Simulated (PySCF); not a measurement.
C2H9GeNS.
Numbering: `[CH3:1][N:2]([CH3:3])[GeH2:4][SH:5]` (hydrogens: H6, H7, H8 on C1; H9, H10, H11 on C3; H12, H13 on Ge4; H14 on S5)

Level: CAM-B3LYP/def2-SVPD in PySCF, non-relativistic, on one gas-phase PBE0-D3(BJ)/def2-SVP geometry that isn't relaxed in the solvent. The solvent is an IEF-PCM continuum (van der Waals radii × 1.2), and excitations are vertical TDDFT with non-equilibrium linear response and a frozen core. Only the electrostatic response of the medium enters. Spin–orbit coupling is left out although an atom past zinc is present.

Gas-phase singlets (H = HOMO, L = LUMO):

```json
{"state": "S1", "E (eV)": "5.471", "λ (nm)": "227", "f": "0.029", "leading configuration": "H→L 87%"}
{"state": "S2", "E (eV)": "5.804", "λ (nm)": "214", "f": "0.029", "leading configuration": "H→L+1 64%"}
{"state": "S3", "E (eV)": "5.852", "λ (nm)": "212", "f": "0.000", "leading configuration": "H-1→L 60%"}
{"state": "S4", "E (eV)": "6.137", "λ (nm)": "202", "f": "0.027", "leading configuration": "H→L+2 48%"}
{"state": "S5", "E (eV)": "6.177", "λ (nm)": "201", "f": "0.057", "leading configuration": "H-1→L+1 78%"}
```

Question: What are the lowest 5 singlets in chloroform (ε = 4.711)?

Answer: 
```json
{"state": "S1", "E (eV)": "5.451", "λ (nm)": "227", "f": "0.039", "leading configuration": "H→L 92%", "change by rank (eV)": "-0.020"}
{"state": "S2", "E (eV)": "5.783", "λ (nm)": "214", "f": "0.033", "leading configuration": "H→L+1 70%", "change by rank (eV)": "-0.021"}
{"state": "S3", "E (eV)": "5.955", "λ (nm)": "208", "f": "0.003", "leading configuration": "H-1→L 65%", "change by rank (eV)": "+0.103"}
{"state": "S4", "E (eV)": "6.133", "λ (nm)": "202", "f": "0.059", "leading configuration": "H→L+2 56%", "change by rank (eV)": "-0.004"}
{"state": "S5", "E (eV)": "6.269", "λ (nm)": "198", "f": "0.060", "leading configuration": "H-1→L+1 84%", "change by rank (eV)": "+0.092"}
```

Question: How do the frontier levels move from gas to chloroform?

Answer: 
```csv
orbital,gas (eV),solvent (eV),change (eV)
LUMO+2,1.54,1.67,+0.13
LUMO+1,0.84,0.93,+0.09
LUMO,0.73,0.84,+0.11
HOMO,-7.64,-7.52,+0.12
HOMO-1,-8.69,-8.72,-0.03
HOMO-2,-10.28,-10.26,+0.02
HOMO-3,-11.14,-11.01,+0.13
```

The HOMO–LUMO gap goes from 8.37 to 8.36 eV.

Hardware: one thread of an Arm Neoverse N1, shared host with 64 logical CPUs at a one-minute load of 61. Cost: 58 s wall, 1.1 GiB resident at most. This is the whole response run at CAM-B3LYP/def2-SVPD in chloroform, SCF included.

Shape of the structure used: `[CH3:1][N:2]([CH3:3])[GeH2:4][SH:5]`: C1–N2–Ge4–S5 -148°, H–S5–Ge4–N2 -118°.
